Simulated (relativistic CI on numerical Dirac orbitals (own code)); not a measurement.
**Level scheme of Yb LXIX**

Calculated at this level of theory: Dirac-Coulomb-Breit CI, KLI orbitals optimised for each configuration, model QED, unscaled Slater integrals (own radial code, finite nucleus).

Configurations in the expansion: 1s², 1s2s, 1s2p, 1s3s, 1s3p, 1s3d, 1s4s, 1s4p, 1s4d, 1s4f, 1s5s, 1s5p, 1s5d, 1s5f, 1s5g, 1s6s, 1s6p, 1s6d, 2s². Levels of other configurations are missing.

```csv
No.,Configuration,Term,J,E (eV),%,Next component (%)
1,1s²,¹S,0,0.0,100,
2,1s2s,³S,1,52291.1,100,
3,1s2p,³P°,1,52398.6,68,32 ¹P°
4,1s2s,¹S,0,52427.3,100,
5,1s2p,³P°,0,52428.8,100,
6,1s2p,³P°,2,53624.1,100,
7,1s2p,¹P°,1,53671.3,68,32 ³P°
8,1s3s,³S,1,62360.0,100,
9,1s3p,³P°,1,62388.7,68,32 ¹P°
10,1s3s,¹S,0,62396.2,100,
11,1s3p,³P°,0,62396.7,100,
12,1s3p,³P°,2,62753.5,100,
13,1s3d,³D,2,62763.1,60,40 ¹D
14,1s3d,³D,1,62766.6,100,
15,1s3p,¹P°,1,62767.5,68,32 ³P°
16,1s3d,³D,3,62869.6,100,
17,1s3d,¹D,2,62872.2,60,40 ³D
18,1s4s,³S,1,65818.8,100,
19,1s4p,³P°,1,65830.4,68,32 ¹P°
20,1s4s,¹S,0,65833.5,100,
21,1s4p,³P°,0,65833.6,100,
22,1s4p,³P°,2,65983.3,100,
23,1s4d,³D,2,65987.3,60,40 ¹D
24,1s4d,³D,1,65988.8,100,
25,1s4p,¹P°,1,65989.1,68,32 ³P°
26,1s4d,³D,3,66032.5,100,
27,1s4f,³F°,3,66032.7,57,43 ¹F°
28,1s4f,³F°,2,66033.4,100,
29,1s4d,¹D,2,66033.6,60,40 ³D
30,1s4f,³F°,4,66054.6,100,
31,1s4f,¹F°,3,66055.1,57,43 ³F°
32,1s5s,³S,1,67395.0,100,
33,1s5p,³P°,1,67400.8,68,32 ¹P°
34,1s5s,¹S,0,67402.3,100,
35,1s5p,³P°,0,67402.3,100,
36,1s5p,³P°,2,67478.5,100,
37,1s5d,³D,2,67480.6,60,40 ¹D
38,1s5d,³D,1,67481.4,100,
39,1s5p,¹P°,1,67481.5,68,32 ³P°
40,1s5d,³D,3,67503.7,100,
41,1s5f,³F°,3,67503.8,57,43 ¹F°
42,1s5f,³F°,2,67504.2,100,
43,1s5d,¹D,2,67504.3,60,40 ³D
44,1s5f,³F°,4,67515.1,100,
45,1s5g,³G,4,67515.1,55,45 ¹G
```

Energies count from the lowest computed level; ° marks odd parity.

The mean weight of the leading LS term, summed over parents, in these 45 levels is 85 %, and that of the leading jj configuration (from the same eigenvectors) 100 %, so jj coupling describes them better and the LS labels are nominal.

At this charge energies of transitions that change n are usually good to better than 1 %, and those within a shell (Δn = 0) to a few per cent.

LS names give the leading component of a level, which can be under half, so a name can repeat, a term be missing and a line seem to break the LS rules.
